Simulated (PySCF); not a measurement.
Fluorine: a sound run and one with changed settings

Sound run: F+ [He] 2s2 2p4, F(2+) [He] 2s2 2p3. Computed with PySCF 2.14 in def2-TZVP, with the non-relativistic Hamiltonian (point nucleus). In the sound run the correlated levels freeze 1s2. The sound run starts from symmetry-adapted Hartree-Fock orbitals and uses a fine grid where one is needed.

A second run was set up differently.

```json
{"species": "F+", "method": "MP2", "sound run (hartree)": "-98.97723", "changed run (hartree)": "-98.99545", "converged": "yes"}
{"species": "F+", "method": "CCSD(T)", "sound run (hartree)": "-98.99489", "changed run (hartree)": "-99.01356", "converged": "yes"}
{"species": "F(2+)", "method": "MP2", "sound run (hartree)": "-97.70578", "changed run (hartree)": "-97.72358", "converged": "yes"}
{"species": "F(2+)", "method": "CCSD(T)", "sound run (hartree)": "-97.72119", "changed run (hartree)": "-97.73945", "converged": "yes"}
```

Ionisation energy of F+:

| method | sound run (eV) | changed run (eV) |
| --- | --- | --- |
| UHF | 33.409 | 33.409 |
| MP2 | 34.598 | 34.609 |
| SCS-MP2 | 34.692 | 34.695 |
| CCSD | 34.638 | 34.649 |
| CCSD(T) | 34.659 | 34.670 |

(1) What was changed?
A. minimal basis
B. all electrons correlated in a valence basis
C. basis contracted for another Hamiltonian
D. too few SCF iterations

## Answers

(1) B. A valence basis has no tight correlating functions, so it recovers only part of the core correlation, and not evenly between atom and ion.
